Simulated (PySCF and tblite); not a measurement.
Results of a calculation; reference values are marked as such.
**Conformers and averaged properties: C₆H₂F₂O, numbered as in [CH:1]#[C:2][C:3](=[C:4]=[O:5])/[C:6]([F:7])=[CH:8]\[F:9]**

The ensemble was built from 60 distance-geometry starts (ETKDG and KDG, MMFF94s, GFN2-xTB) and rests on GFN2-xTB geometries. Energies: PBE0-D3(BJ)/pcSseg-1 (IEF-PCM, cyclohexane), with GFN2-xTB thermal terms (modes under about 100 cm⁻¹ blended into free rotors). Symmetry numbers and mirror images are counted. Conformers within 2.5 kcal/mol (GFN2-xTB free energy) were kept, 4 at most. GIAO shieldings: PBE0/pcSseg-1 (IEF-PCM, cyclohexane). Shifts are against TMS (¹H), TMS (¹³C), CFCl3 (¹⁹F) at the same level. Run with PySCF (density fitting) and tblite.

Torsions listed: C2–C3–C6–F7.

```csv
conformer,shape,symmetry,E(GFN2) kcal/mol,E(DFT) kcal/mol,G(298.15 K) kcal/mol,weight %,dipole D
1,0°,Cs,0.17,0.00,0.00,68.8,0.66
2,180°,Cs,0.00,0.47,0.47,31.2,0.54
```

Weights (%) against temperature:

| T (K) | 1 | 2 | S(mix) cal/mol/K |
| --- | --- | --- | --- |
| 250 | 72.3 | 27.7 | 1.17 |
| 298.15 | 68.8 | 31.2 | 1.23 |
| 350 | 66.0 | 34.0 | 1.27 |

Averaged shifts at 298.15 K. ¹H: 7.78 (H8, 1H), 3.52 (H1, 1H) ppm. ¹³C: 213.1 (C4), 151.3 (C6), 150.6 (C8), 104.5 (C1), 67.5 (C2), 31.7 (C3) ppm. ¹⁹F: -175.4 (F9), -179.4 (F7) ppm.

Coordinates of conformer 1 (Å):

```xyz
11

C     2.825    0.130   -0.106
C     1.656   -0.091    0.046
C     0.257   -0.299    0.193
C    -0.108   -1.355    0.890
O    -0.339   -2.298    1.514
C    -0.684    0.632   -0.414
F    -0.141    1.654   -1.091
C    -2.013    0.547   -0.348
F    -2.581   -0.470    0.325
H     3.846    0.323   -0.240
H    -2.713    1.231   -0.795
```

Coordinates of conformer 2 (Å):

```xyz
11

C     2.260   -0.597   -0.473
C     1.301   -0.007   -0.060
C     0.169    0.702    0.430
C     0.366    1.961    0.763
O     0.591    3.058    1.042
C    -1.126    0.054    0.547
F    -2.108    0.851    1.025
C    -1.466   -1.199    0.251
F    -0.596   -2.094   -0.229
H     3.079   -1.141   -0.837
H    -2.465   -1.586    0.375
```

Unscaled ¹⁹F shifts at such levels can be off by tens of ppm; differences between conformers or isomers are more reliable. Shifts are unscaled: against experiment ¹³C can be off by 15 ppm or more and ¹H by 0.8 ppm.

Search and properties took 2.1 min on 1 thread of Intel Xeon @ 2.50GHz, on a host shared with other jobs (rough), launched as `OMP_NUM_THREADS=1 python ens_run.py task.json out`.


Conformer gaps in pcSseg-1 on xTB geometries can be 2 kcal/mol off for S=O, P=O and other polar bonds.